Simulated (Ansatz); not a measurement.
`B[SiH](O)C=O` + `C[O][Al]1[CH2][NH]1` → `CO[SiH](O)C=O` + `[BH2][Al]1[CH2][NH]1`  (redistribution)

Program: Ansatz. Geometries: PBE0-D4/def2-TZVP. ΔE: electronic, gas phase. CCSD(T)/CBS adds triple-zeta CCSD(T) − MP2 to the extrapolated MP2 energy (def2 sets, frozen cores). DFT in def2-TZVPP. One conformer a species, not always the lowest.

```json
{"level": "ωB97X-V", "ΔE (kJ/mol)": "4.0"}
{"level": "B2PLYP", "ΔE (kJ/mol)": "5.5"}
{"level": "PBE", "ΔE (kJ/mol)": "6.3"}
{"level": "CCSD/CBS(def2)", "ΔE (kJ/mol)": "3.5"}
```

What does CCSD(T)/CBS give? (Best estimate.)

Ansatz gave: +2.6 kJ/mol. The listed levels differ from it by 1.4, 2.9, 3.7, 0.9 kJ/mol.

Largest T1 diagnostic among the species: 0.016.
